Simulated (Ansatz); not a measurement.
C2H8BN. The species carries charge 0 and has multiplicity 1. The bonds changed during the relaxation, so this is another structure than the one it started from.

Z-matrix (Å, degrees):
```
B
N 1 1.611
C 1 1.568 2 56.3
H 1 1.199 2 112.6 3 111.4
H 1 1.201 2 112.0 3 -109.8
H 2 1.009 1 120.2 3 104.2
H 2 1.008 1 121.0 3 -105.6
C 3 1.500 1 124.1 2 -102.0
H 3 1.087 1 119.1 2 98.8
H 8 1.096 3 113.2 1 144.0
H 8 1.094 3 110.9 1 21.6
H 8 1.092 3 109.4 1 -95.9
```

List the harmonic frequencies (cm⁻¹, unscaled) at PBE0-D4/def2-TZVP in Ansatz. (Best estimate.)

Computed: 235, 298, 363, 597, 624, 759, 827, 871, 898, 939, 982, 1004, 1064, 1094, 1180, 1211, 1246, 1380, 1411, 1483, 1486, 1612, 2538, 2616, 3025, 3093, 3121, 3144, 3566, 3674.

Is this a minimum?

Yes, all 30 modes are real.

Give the ideal-gas thermochemistry at 298.15 K and 1 bar (rigid rotor, harmonic oscillator; point group C1, symmetry number 1).

Zero-point energy 277.2 kJ/mol; H(298) − E = 292.6 kJ/mol; entropy 287.3 J/(mol·K), of which translation 159.3, rotation 100.3, vibration 27.7; G(298) − E = 207.0 kJ/mol.

And at 400, 500, 600, 800 and 1000 K?


```
T (K)  H − E (kJ/mol)  S (J/mol/K)  G − E (kJ/mol)
  400           302.6        315.9           176.3
  500           314.9        343.2           143.3
  600           329.3        369.3           107.7
  800           362.8        417.4            28.9
 1000           401.3        460.2           -58.9
```

Rotational constants (cm⁻¹)?

0.4841, 0.211, 0.1812.
